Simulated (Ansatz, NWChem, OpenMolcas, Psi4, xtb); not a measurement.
Ligand exchange: C2H3F + C2H5Al → C2H4 + C2H4AlF

Gas-phase species: C2H3F `C=CF`, singlet; C2H5Al `C=[CH][AlH2]`, singlet; C2H4 (ethylene) `C=C`, singlet; C2H4AlF `C=[CH][AlH][F]`, singlet. The partners trade F for H: C–F and Al–H bonds give way to C–H and Al–F.

Shapes, held fixed at every level: PBE0-D4/def2-TZVP. Flexible molecules stand in one conformer, not always the lowest. Programs: Ansatz 0.2.0, NWChem 7.3.0, OpenMolcas 26.06, Psi4 1.11, xtb 6.7.1. A level may come from different programs for different species; with the same settings they agree closely. The zero-point and thermal change to 298 K, harmonic and unscaled (PBE0-D4/def2-TZVP), is +9.5 kJ/mol.

Question: Estimate ΔH(298 K) of this reaction.

Answer: The highest level, CCSD(T)/CBS estimate, gives ΔH(298 K) = -261.7 kJ/mol; the levels span -261.7 to -203.9. The column of differences is taken from that level and isn't an error. No measured value is set beside it here. The CBS estimate extrapolates MP2 from def2-TZVPP and def2-QZVPP and adds CCSD(T) − MP2 in the triple-zeta set, cores frozen. CCSD(T)/CBS estimate lies outside the range of the other correlated levels here, so it shouldn't be taken on trust.

```json
{"level": "GFN1-xTB", "kind": "semi-empirical", "ΔH(298 K) (kJ/mol)": "-203.9", "less CCSD(T)/CBS estimate": "+57.8"}
{"level": "SPW92/def2-TZVPP", "kind": "LDA", "ΔH(298 K) (kJ/mol)": "-228.5", "less CCSD(T)/CBS estimate": "+33.2"}
{"level": "PBE-D4/def2-TZVPP", "kind": "GGA", "ΔH(298 K) (kJ/mol)": "-235.8", "less CCSD(T)/CBS estimate": "+25.9"}
{"level": "B3LYP/6-31G* (Cartesian functions)", "kind": "global hybrid", "ΔH(298 K) (kJ/mol)": "-238.2", "less CCSD(T)/CBS estimate": "+23.5"}
{"level": "B3LYP-D4/def2-TZVPP", "kind": "global hybrid", "ΔH(298 K) (kJ/mol)": "-248.8", "less CCSD(T)/CBS estimate": "+12.9"}
{"level": "wB97X-V/def2-TZVPP", "kind": "range-separated hybrid", "ΔH(298 K) (kJ/mol)": "-244.8", "less CCSD(T)/CBS estimate": "+16.9"}
{"level": "CCSD(T)/def2-SVP", "kind": "coupled cluster or CI", "ΔH(298 K) (kJ/mol)": "-244.6", "less CCSD(T)/CBS estimate": "+17.1"}
{"level": "CCSD/def2-TZVPP", "kind": "coupled cluster or CI", "ΔH(298 K) (kJ/mol)": "-257.5", "less CCSD(T)/CBS estimate": "+4.2"}
{"level": "CCSD(T)/CBS estimate", "kind": "coupled cluster or CI", "ΔH(298 K) (kJ/mol)": "-261.7", "less CCSD(T)/CBS estimate": "0.0"}
```
